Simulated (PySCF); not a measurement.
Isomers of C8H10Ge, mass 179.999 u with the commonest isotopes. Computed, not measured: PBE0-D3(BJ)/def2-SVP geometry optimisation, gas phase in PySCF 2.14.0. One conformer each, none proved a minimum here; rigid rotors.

Problem. Order these by out-of-plane moment Σ m c² = (Ia + Ib − Ic)/2, largest first.
A. `[CH:1]#[C:2][Ge@@H:3]1[CH2:4][CH:5]=[CH:6][C@H:7]1[CH:8]=[CH2:9]` with C6–C7–C8–C9 -131°
B. `[CH:1]#[C:2][C:3]1=[C:4]([CH2:5][CH3:6])[CH:7]=[CH:8][GeH2:9]1` with C3–C4–C5–C6 -101°
C. `CC#[C][Ge@H]1[CH]=CC(C)=[CH]1`
D. `[CH:1]#[C:2][Ge@@H:3]1[CH2:4][CH:5]=[CH:6][C@@H:7]1[CH:8]=[CH2:9]` with C6–C7–C8–C9 128°
E. `[CH2:1]=[CH:2][GeH2:3][c:4]1[cH:5][cH:6][cH:7][cH:8][cH:9]1` with C1–C2–Ge3–C4 0°, C2–Ge3–C4–C5 83°

Solution. E (88.25 u·Å²), C (74.98 u·Å²), D (68.81 u·Å²), A (66.21 u·Å²), B (24.32 u·Å²).

Problem. Order these by dipole moment, smallest first.
A. `CC#[C][Ge@H]1[CH]=CC(C)=[CH]1`
B. `[CH2:1]=[CH:2][GeH2:3][c:4]1[cH:5][cH:6][cH:7][cH:8][cH:9]1` with C1–C2–Ge3–C4 0°, C2–Ge3–C4–C5 83°
C. `[CH:1]#[C:2][Ge@@H:3]1[CH2:4][CH:5]=[CH:6][C@@H:7]1[CH:8]=[CH2:9]` with C6–C7–C8–C9 128°

Solution. C (0.63 D), B (0.82 D), A (1.00 D).

Problem. Order these by radius of gyration √(Σ m r²/M), largest first.
A. `[CH:1]#[C:2][Ge@@H:3]1[CH2:4][CH:5]=[CH:6][C@H:7]1[CH:8]=[CH2:9]` with C6–C7–C8–C9 -131°
B. `CC#[C][Ge@H]1[CH]=CC(C)=[CH]1`
C. `[CH:1]#[C:2][Ge@@H:3]1[CH2:4][CH:5]=[CH:6][C@@H:7]1[CH:8]=[CH2:9]` with C6–C7–C8–C9 128°
D. `[CH:1]#[C:2][C:3]1=[C:4]([CH2:5][CH3:6])[CH:7]=[CH:8][GeH2:9]1` with C3–C4–C5–C6 -101°
E. `[CH2:1]=[CH:2][GeH2:3][c:4]1[cH:5][cH:6][cH:7][cH:8][cH:9]1` with C1–C2–Ge3–C4 0°, C2–Ge3–C4–C5 83°

Solution. B (2.299 Å), E (2.179 Å), D (2.145 Å), A (2.035 Å), C (1.989 Å).

```csv
SMILES,point group,Ia (u·Å²),Ib (u·Å²),Ic (u·Å²),κ,μa (D),μb (D),μc (D)
C#[C][Ge@@H]1[CH2]C=C[C@@H]1C=C,C1,375.25,405.59,643.23,0.64,0.38,0.47,0.17
C#[C][Ge@@H]1[CH2]C=C[C@H]1C=C,C1,319.25,492.63,679.46,-0.33,0.26,0.57,0.13
CC#[C][Ge@H]1[CH]=CC(C)=[CH]1,C1,204.04,822.70,876.77,-0.96,0.24,0.81,0.53
C#C[C]1=C(CC)C=[CH][GeH2]1,C1,319.65,532.48,803.49,-0.33,0.33,1.00,0.01
C=[CH][GeH2][c]1ccccc1,near Cs,219.32,723.69,766.52,-0.95,0.51,0.61,0.15
```
